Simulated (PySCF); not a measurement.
H4S4Si, SMILES S[Si](S)(S)S. The structure is a stationary point at PBE-D3(BJ)/def2-SVP. The values are those of a single conformer.

Problem. Give the equilibrium geometry at PBE-D3(BJ)/def2-SVP (PySCF confirms it by a frequency run) as a Z-matrix, and its point group. (An estimate is asked for; the answer gives what the named calculation found.)

Solution. One answer among several that fit: point group S4.
```
Si
S 1 2.1541
H 2 1.3647 1 93.80
S 1 2.1541 2 117.61 3 72.33
H 4 1.3647 1 93.80 2 72.33
S 1 2.1541 2 105.56 3 -170.29
H 6 1.3647 1 93.80 2 45.06
S 1 2.1541 2 105.56 3 -45.06
H 8 1.3647 1 93.80 2 170.29
```
Charge 0, spin multiplicity 1.
